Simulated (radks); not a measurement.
Problem. Radial electron density D(r) = 4 pi r^2 rho(r) of an atom or ion with 41 electrons. All-electron calculation, scalar-relativistic Kohn-Sham, Slater X-alpha with alpha = 1.025, spin-polarised, spherical densities, finite nucleus; Fermi nuclear charge, rms radius of each element as measured or else 0.836 A^(1/3) + 0.57 fm. Program: a radial shooting solver on a logarithmic mesh with Libxc functionals.

```
   r/bohr * D(r) (the largest magnitude, 70.5, reaches the edge; | marks zero)
 0.001142 |*
 0.001298 |*
 0.001487 | *
  0.00169 | *
 0.001936 | *
   0.0022 |  *
 0.002521 |   *
 0.002865 |    *
 0.003283 |     *
 0.003731 |      *
 0.004274 |        *
 0.004858 |          *
 0.005566 |            *
 0.006326 |               *
 0.007247 |                  *
 0.008237 |                     *
 0.009437 |                         *
  0.01073 |                            *
  0.01229 |                                *
  0.01397 |                                   *
    0.016 |                                       *
  0.01819 |                                         *
  0.02067 |                                          *
  0.02368 |                                           *
  0.02691 |                                          *
  0.03083 |                                         *
  0.03505 |                                       *
  0.04015 |                                     *
  0.04563 |                                     *
  0.05228 |                                     *
  0.05942 |                                        *
  0.06808 |                                            *
  0.07737 |                                                *
  0.08864 |                                                    *
   0.1007 |                                                      *
   0.1154 |                                                     *
   0.1312 |                                                 *
   0.1503 |                                           *
   0.1708 |                                      *
   0.1957 |                                   *
   0.2224 |                                   *
   0.2548 |                                       *
   0.2896 |                                          *
   0.3292 |                                          *
   0.3771 |                                      *
   0.4286 |                               *
   0.4911 |                      *
   0.5582 |               *
   0.6395 |           *
   0.7268 |          *
   0.8327 |          *
   0.9464 |          *
    1.084 |          *
    1.232 |        *
    1.412 |     *
    1.605 |   *
    1.838 | *
    2.089 |*
    2.394 |*
    2.721 *
    3.117 *
    3.543 *
    4.059 *
    4.613 *
```

What is the nuclear charge?

Solution. Z = 44. The innermost maximum, from 1s, lies near gamma/Z bohr with gamma = sqrt(1 - (Z/c)^2) = 0.947, here 0.0215 bohr (found: 0.0235), and its height grows with Z. The density is that of the ruthenium ion Ru3+ in [Kr] 4d5; the configuration itself is not fixed sharply by these data, and Z only to a few units. D(r) has 4 maxima, at r = 0.0235, 0.103, 0.314, 0.924 bohr, and minima at 0.0464, 0.204, 0.733 bohr, inside which lie 2.01, 11.13, 29.13 electrons.
